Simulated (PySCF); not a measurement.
## Running PySCF for BeSb

File input.py (PySCF 2.14):

```python
from pyscf import gto, dft

mol = gto.M(
    atom='Be 0 0 0; Sb 0 0 2.209',
    basis='lanl2dz',
    ecp={'Sb': 'lanl2dz'},
    charge=0,
    spin=3,
    symmetry=True,
    verbose=3,
)
mf = dft.UKS(mol, xc='tpss')
mf.kernel()
mf.dip_moment()
print('orbital energies (hartree):', [e[max(0, n-3):n+3].round(4) for e, n in zip(mf.mo_energy, mol.nelec)])
```

```bash
$ OMP_NUM_THREADS=1 python input.py
```

Output:

```
converged SCF energy = -20.0712386368805  <S^2> = 3.752728  2S+1 = 4.0013638
Dipole moment(X, Y, Z, Debye):  0.00000,  0.00000,  0.48802
orbital energies (hartree): [array([-0.2224, -0.2224, -0.1613, -0.0639, -0.0639,  0.0414]), array([-3.936 , -0.4575, -0.238 , -0.1494, -0.1494, -0.1105])]
```

In short: E(SCF) = -20.071239 Eh, ⟨S²⟩ = 3.753, μz(SCF) = 0.49 D.

Run time: 2.1 s on 1 thread of Arm Neoverse V1 (shared host).

The bond length is a typed value, not an optimised one. No search for the lowest solution was made.
